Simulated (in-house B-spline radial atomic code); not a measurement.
**RPA and G0W0 on PBEsol: the silicon ion Si²⁺**

Configuration [Ne] 3s2, mean-field start PBEsol. Computed with a B-spline radial code for spherical atoms: all electrons, scalar-relativistic (spin-free one-electron X2C), finite nucleus, each spin shell either full or empty, empty states to l = 9 with an (l + 1/2)⁻⁴ tail; G0W0 by contour deformation at full frequency.

Command:
```bash
python run_gw.py task.json out
```
Settings (radii: box in bohr, nucleus in fm):
```
Z                        14
electrons                12
configuration            [Ne] 3s2
hamiltonian              x2c
method                   pbesol
lmax                     9
rms_radius               3.1224
spin_polarised           False
box_radius               17.55
intervals                71
ion_configuration        [Ne] 3s1
```

Run time, properties included: 2.2 s on 1 thread of AMD EPYC 7R13 Processor, on a shared host.

Energies (hartree):

```tsv
term	value
mean-field total	-288.40438
Hartree-Fock functional on these orbitals	-288.59190
direct second order	-0.85276
second-order exchange	0.31158
SOSEX correction	0.27239
```

Question: What is the RPA correlation energy, and what remains with SOSEX?

Answer: RPA gives -0.73121 hartree (-1.66 eV per electron); RPA + SOSEX gives -0.45882, and the second-order doubles -0.54119 hartree (no singles). SOSEX takes back 37 % of the RPA value.

Quasi-particle levels (eV):

```json
{"level": "3s", "occupied": "yes", "mean field": "-28.486", "Σx - vxc": "-3.73", "Σc": "?", "QP weight": "?", "G0W0": "?"}
{"level": "3p", "occupied": "no", "mean field": "-20.473", "Σx - vxc": "5.39", "Σc": "-1.68", "QP weight": "0.915", "G0W0": "-16.762"}
```

G0W0 = mean field + (Σx - vxc) + Σc, with Σc (partial-wave tail included) taken at the quasi-particle energy. Levels of low weight are left out.

Question: Where does G0W0 put 3s?

Answer: At -33.84 eV, with Σc = -1.62 eV and a quasi-particle weight of 0.929. The tabulated removal energy is 33.493 eV (NIST, measured); the calculation leaves out spin-orbit coupling, Breit and QED terms, and what these don't explain is the method's own error.

Question: What does it cost to remove one electron (to [Ne] 3s1) by differences of total energies, each species on its own start (correlation terms add to the Hartree-Fock functional)?

Answer: PBEsol 33.28 eV, Hartree-Fock functional 32.00 eV, + RPA 33.99 eV, + RPA + SOSEX 33.47 eV, + second order 34.20 eV. Tabulated: 33.493 eV (NIST, measured); the calculation leaves out spin-orbit coupling, Breit and QED terms, and what these don't explain is the method's own error.
